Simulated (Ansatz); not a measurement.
Program: Ansatz. Geometries: PBE0-D4/def2-TZVP. ΔE: electronic, gas phase. CCSD(T)/CBS is the MP2 limit (def2-TZVPP, def2-QZVPP) plus CCSD(T) − MP2 in def2-TZVPP, frozen cores. DFT in def2-TZVPP. For Se, Zn outer-core shells are correlated without core-valence functions, which leaves a few kJ/mol of doubt a bond. Scalar relativity is left out up to krypton. One conformer a species, not always the lowest.

`Cl[SiH2][ZnH]` + `B[SeH]` → `B[Se][SiH2]Cl` + `[ZnH2]`  (cleavage of the Si–Zn bond)

```json
{"level": "B2PLYP", "ΔE (kJ/mol)": "-34.4"}
{"level": "MP2/def2-TZVPP", "ΔE (kJ/mol)": "-47.6"}
{"level": "MP2/def2-QZVPP", "ΔE (kJ/mol)": "-47.9"}
{"level": "SCS-MP2/def2-QZVPP", "ΔE (kJ/mol)": "-43.6"}
```

(1) What does CCSD(T)/CBS give? (Best estimate.)

Largest T1 diagnostic among the species: 0.016.

Results:

(1) Computed: -37.9 kJ/mol. The listed levels differ from it by 3.5, -9.7, -10.0, -5.7 kJ/mol.

From PBE to PBE0 (25 % exact exchange), in def2-TZVPP and without D4, ΔE moves by −3.5 kJ/mol. The D4 term adds −8.8 kJ/mol with B3LYP and −4.8 kJ/mol with PBE0; it sums over pairs of atoms, weighted by their polarisabilities, and B3LYP, whose exchange is more repulsive, gets the larger term. In def2-TZVPP, CCSD(T) changes the Hartree–Fock value by −3.1 kJ/mol (the triples alone add −1.8 kJ/mol) and MP2 by −13.3 kJ/mol.

B3LYP here is the variant with VWN-RPA as its local correlation; programs differ in this.
